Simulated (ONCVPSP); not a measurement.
Pseudopotential generation for ruthenium: ONCV, LDA (Perdew-Zunger), fully relativistic.

- Element: Ru
- Generator: ONCVPSP 4.0.1
- Type: optimised norm-conserving Vanderbilt (ONCV)
- Functional: LDA (Perdew-Zunger)
- Relativity: fully relativistic
- Frozen core: [Ar] 3d10
- Valence charge: 16
- Reference configuration: 4s2 4p6 4d7 5s1
- Partial waves: 4s+5s: rc 1.70 bohr, ncon 5, nbas 8, qcut 5.5 1/bohr, 3 projectors, debl 3.3 Ha; 4p: rc 1.90 bohr, ncon 4, nbas 8, qcut 6.4 1/bohr, 2 projectors, debl 1.5 Ha; 4d: rc 1.60 bohr, ncon 5, nbas 8, qcut 5.5 1/bohr, local
- Local potential: the d channel
- Core correction: Teter function, fcfact 2.75, rcfact 1.65

Open shells are filled in proportion to 2j + 1.

In the p channel the program set the typed energies aside and used -1.670, 0.250 Ha (j = l + 1/2; the other j can differ).

What the tests gave:

```json
{
  "Cutoffs needed": "68 Ha and 84 Ha (the cutoffs (Ha) at which the residual kinetic energy of the hardest occupied pseudo-wave falls to 1 and 0.1 mHa per electron)",
  "Ghost test": "no bound ghost flagged; GHOST(+) flagged for s at 264.0 eV, p1/2 at 529.4 eV",
  "Largest excitation error": "-5.5 meV (all-electron minus pseudo) for 4s2 4p6 4d5 5s0, out of 4 test configurations",
  "rms error of d²Exc/dni dnj": "7.58 mHa without and 3.29 mHa with the model core"
}
```

Generation and tests took about 4.7 s on one core of a shared server CPU.
